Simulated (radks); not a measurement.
Results of a calculation; reference values are marked as such.
Species: S2-. Configuration: [Ar]. Code: a radial shooting solver on a logarithmic mesh with Libxc functionals. Model: scalar-relativistic Kohn-Sham, LDA (Slater exchange, VWN5 correlation), spin-polarised, spherical densities, finite nucleus; Fermi nuclear charge, rms radius 3.2611 fm; Watson sphere of charge +2 and radius 3.54 bohr.

Radial electron density D(r) = 4 pi r^2 rho(r):

| r (bohr) | D(r) (e/bohr) |
|---|---|
| 0.006724 | 1.257 |
| 0.008617 | 1.936 |
| 0.01113 | 2.971 |
| 0.01426 | 4.400 |
| 0.01843 | 6.409 |
| 0.02361 | 8.895 |
| 0.0305 | 11.89 |
| 0.03908 | 14.85 |
| 0.05049 | 17.30 |
| 0.0647 | 18.32 |
| 0.08357 | 17.46 |
| 0.1071 | 15.12 |
| 0.1383 | 12.72 |
| 0.1773 | 12.27 |
| 0.229 | 14.36 |
| 0.2935 | 17.03 |
| 0.3791 | 17.22 |
| 0.4858 | 13.55 |
| 0.6275 | 7.870 |
| 0.8106 | 3.903 |
| 1.039 | 3.041 |
| 1.342 | 3.626 |
| 1.719 | 3.708 |
| 2.221 | 2.889 |
| 2.846 | 1.829 |
| 3.676 | 0.9119 |
| 4.711 | 0.3220 |
| 6.086 | 0.06811 |
| 7.799 | 0.008587 |

D(r) has 3 maxima, at r = 0.0657, 0.339, 1.55 bohr, and minima at 0.164, 1.01 bohr, inside which lie 2.18, 10.36 electrons.
